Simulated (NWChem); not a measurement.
System: C$_{3}$H$_{3}$Br; SMILES C(Br)=C=C

```xyz
7

C      0.4338     2.8918     0.0000
C     -0.1870     1.7305     0.0000
C     -0.8109     0.5746     0.0000
Br     0.1110    -1.0986     0.0000
H      0.7037     3.4000    -0.9425
H      0.7037     3.4000     0.9425
H     -1.9065     0.4679     0.0000
```
Atoms are numbered in this order, from 1.

Geometry: optimised at PBE-D3(BJ)/def2-SVP.

Symmetry labels are those of Cs in the frame above (b1 and b2, or b-type labels, depend on it).

List the 4 lowest vertical singlet excitations from Hartree-Fock/6-31G* (spherical d), CIS (NWChem).


```
state  energy (eV)  oscillator strength  symmetry  leading excitation (squared amplitude)
-----  -----------  -------------------  --------  --------------------------------------
S1            5.29                0.000        a"                      HOMO → LUMO (0.92)
S2            6.58                0.000        a"                  HOMO−1 → LUMO+1 (0.93)
S3            7.10                0.004        a'                    HOMO−2 → LUMO (0.74)
S4            7.48                0.003        a"                    HOMO → LUMO+2 (0.58)
```
